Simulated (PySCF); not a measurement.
How methods differ on the ionisation energy of Cs⁴³⁺

Cs⁴³⁺ [Ne] 3s2 (1S) → Cs⁴⁴⁺ [Ne] 3s1 (2S), as a difference of total energies. Calculation: PySCF 2.14, in an even-tempered Gaussian basis (18 s from 8.8 bohr⁻², ratio 2.2; 12 p from 11 bohr⁻², ratio 2.2; 5 d from 42 bohr⁻², ratio 2.4; 4 f from 63 bohr⁻², ratio 2.4; 4 g from 95 bohr⁻², ratio 2.4); the non-relativistic Hamiltonian (point nucleus). Correlated levels: outer shells: 1s2 frozen; virtual orbitals above 40 to 60 times the deepest correlated orbital energy dropped. The calculations carry no spin-orbit coupling.

```tsv
method	ionisation energy (eV)
UHF	3263.8
LDA	3268.1
PBE	3270.2
PBE0	3268.9
r2SCAN	3263.7
BLYP	3269.6
M06	3266.9
MP2 (outer shells)	3268.1
SCS-MP2 (outer shells)	3268.7
```

**Question.** How much does correlation contribute at MP2 (outer shells)?

**Answer.** 3268.1 − (3263.8) = 4.3 eV, measured against UHF.

The gap to the reference is mostly relativistic.

For comparison: 3392 ± 4 eV (theoretical estimate listed by NIST; NIST Atomic Spectra Database, ionization energies).
